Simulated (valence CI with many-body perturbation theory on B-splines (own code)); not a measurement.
**Questions on Re25+**

Calculated by configuration interaction combined with many-body perturbation theory (CI+MBPT): four valence electrons over a frozen Dirac-Fock core [Kr] 4d10, radial functions for each j: 7 s, 7 p, 7 d, 7 f, 4 g, 2 h, with the one-electron correlation potential Σ1, the two-electron term Σ2, the three-electron term Σ3, Breit, model QED; selected CI, second order for the rest, scaled by the run's own slope (own B-spline code, finite nucleus).

No measured levels were compared; by estimate terms of the open shell hold to a few per cent of their energy, and close levels can change places.

Names give the largest LS component (configuration and term), which can be under half, so a name can repeat, a term be missing and a line seem to break the LS rules; names also repeat where a configuration has a term twice.

Rates and lifetimes use the calculated energies. Strong lines usually hold to 10 to 20 %, long lifetimes can be off by a factor of two.

(1) What is the ground level?

(2) Name the longest-lived excited levels whose lifetime is computed, and their main decay.

(3) What is the ionisation energy?

(4) Where does the other parity begin?

(5) How well does LS coupling describe the low levels?

Answers

(1) 4f4 5I_4, composition 80 % 4f4 5I + 17 % 4f4 3H, g = 0.644.

(2) 4f4 5F_2 at 4.46 eV lives 47.1 s, mostly by E2 to 4f4 5I_4; 4f4 5D_0 at 10.71 eV lives 728 ms, mostly by E2 to 4f4 5F_2; 4f4 5I_8 at 5.92 eV lives 59.8 ms, mostly by M1 to 4f4 5I_7.

(3) 787.57 eV; NIST lists 810 ± 40 eV (theoretical).

(4) At 4f3.5s 5I°_4, 107.53 eV.

(5) Among the lowest 20 levels the leading LS term, summed over configurations, holds 59 % on average. For single configurations the figures are 59 % in LS and 68 % in jj coupling. Terms mix most in the J = 2 level at 9.83 eV, where the leading one holds 26 %.
